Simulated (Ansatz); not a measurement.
Species: sum formula SiH3S (charge -1, singlet). It need not be the lowest isomer of its formula. Whether it binds its extra electron was not tested at this geometry. 
Structure (B3LYP-D3(BJ)/def2-TZVP (Ansatz, an electronic-structure program) minimum search):
```
Si
H 1 1.5124
H 1 1.5124 2 101.44
H 1 1.5124 2 101.44 3 -104.32
S 1 2.0449 2 116.65 3 127.84
```
Charge -1, spin multiplicity 1.

Basis-set convergence of Hartree-Fock and MP2 correlation energies (hartree) with Ansatz. Valence correlation only, unless marked. Spin-orbit coupling is left out. Non-relativistic.

| basis | functions | E(HF) | E(corr, MP2) |
|---|---|---|---|
| def2-SVPD | 75 | -688.06017 | -0.25923 |
| def2-TZVPPD | 150 | -688.29382 | -0.32057 |
| def2-QZVPPD | 254 | -688.31351 | -0.34629 |

Extrapolating the two largest sets (X = 3 and 4) as X^-3: E(corr) = (64·(-0.34629) - 27·(-0.32057))/37 = -0.3651 Eh, an estimate of the basis-set limit. The largest set recovers 94.9 % of it, the smallest 71.0 %.
